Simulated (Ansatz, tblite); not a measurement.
Cost and result up the ladder for `CCC(CC(C)OC(C)=O)OC(C)=O` (32 atoms). The state is a singlet with charge 0. Geometry: PBE-D4/def2-SVP.

```xyz
32

C     2.314   -1.043    2.429
C     1.520   -1.079    1.124
C     0.335   -0.117    1.104
C    -0.487   -0.138   -0.188
C     0.272    0.306   -1.440
C     0.803    1.734   -1.387
O    -0.687    0.186   -2.527
C    -0.182   -0.058   -3.765
C    -1.298   -0.141   -4.782
O     1.004   -0.189   -4.002
O    -0.535   -0.505    2.203
C    -1.271    0.482    2.783
C    -2.110   -0.080    3.907
O    -1.242    1.646    2.433
H     3.165   -1.753    2.405
H     2.726   -0.030    2.622
H     1.670   -1.312    3.289
H     2.182   -0.825    0.269
H     1.142   -2.107    0.928
H     0.673    0.922    1.310
H    -0.876   -1.165   -0.351
H    -1.361    0.532   -0.057
H     1.111   -0.385   -1.668
H     1.283    1.997   -2.349
H    -0.016    2.452   -1.176
H     1.568    1.842   -0.592
H    -1.858    0.815   -4.807
H    -2.020   -0.930   -4.491
H    -0.877   -0.359   -5.778
H    -1.459   -0.559    4.666
H    -2.786   -0.868    3.519
H    -2.700    0.729    4.371
```

Ansatz on 4 threads of Arm Neoverse V2 on a shared host; xTB runs through tblite on one thread. Times are rough, summed over both states, and most runs start from the orbitals of an earlier one. PBE0-D4/def2-SVP serves as the yardstick here, not as an exact answer. The other state is a triplet.

The xTB rows come from tblite. HOMO above LUMO, or a gap near zero within one spin, warns that the state may not be the lowest or that an electron is smeared out.

xTB has no spin-polarisation term.

| level | functions | vertical triplet (eV) | difference from PBE0-D4/def2-SVP (eV) | remarks |
| --- | --- | --- | --- | --- |
| GFN1-xTB | 92 | 5.67 | 0.46 | – |
| GFN2-xTB | 74 | 5.11 | -0.10 | – |
| PBE0-D4/def2-SVP | 286 | 5.21 | 0.00 | – |
| PBE-D4/def2-SVP | 286 | 5.26 | 0.04 | gap within one spin near zero (triplet) |

Estimate how long each takes.

GFN2-xTB 0.038 s; GFN1-xTB 0.058 s; PBE-D4/def2-SVP 35 s; PBE0-D4/def2-SVP 36 s. On shared hardware such times vary by a factor of up to 3.
